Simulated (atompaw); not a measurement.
**Logarithmic derivatives: phosphorus, PAW (atompaw)**

atompaw 4.2.0.5 input, output lines left out:

```
P 15
GGA-PBE scalarrelativistic loggrid 1500 logderivrange -3 5 201
3 3 0 0 0 0
3 1 3
0 0 0
c
c
v
c
v
1
1.60 1.55 1.25 0.85
y
-0.7
n
y
0.25
n
custom polynom2 7 10 vanderbiltortho sinc
bessel
1.60
1.60
1.60
1.60
```

The phase is arctan(r·u′/u) with u = r·R(r), unwrapped; energies in Ry, scanned from -3 to 5 Ry. A pole is an energy at which the radial function vanishes at the test radius. The pseudo phase is shifted by a multiple of π to meet the all-electron one at the reference energy, and phase errors are pseudo minus all-electron; the curves can meet again beyond the range given. Levels narrower than the energy grid can be missing from the lists of poles.

| channel | radius (bohr) | reference energy (Ry) | poles, all-electron | poles, pseudo | unbroken range about the reference energy with phases within 0.05 rad | phase error 1 Ry above the reference energy (rad) |
| --- | --- | --- | --- | --- | --- | --- |
| s | 1.61 | -1.03 | 4.25 | 4.14 | the whole range | -0.000 |
| p | 1.61 | -0.40 | none | none | the whole range | +0.000 |

Phases in the p channel:

```csv
E (Ry),all-electron,pseudo
-3.00,1.128,1.128
-2.52,1.074,1.074
-2.04,1.002,1.001
-1.56,0.898,0.898
-1.08,0.742,0.742
-0.60,0.497,0.497
-0.12,0.121,0.121
0.36,-0.345,-0.345
0.84,-0.743,-0.743
1.32,-1.007,-1.008
1.80,-1.176,-1.176
2.28,-1.288,-1.289
2.76,-1.367,-1.368
3.24,-1.425,-1.427
3.72,-1.471,-1.474
4.20,-1.508,-1.513
4.68,-1.540,-1.547
```
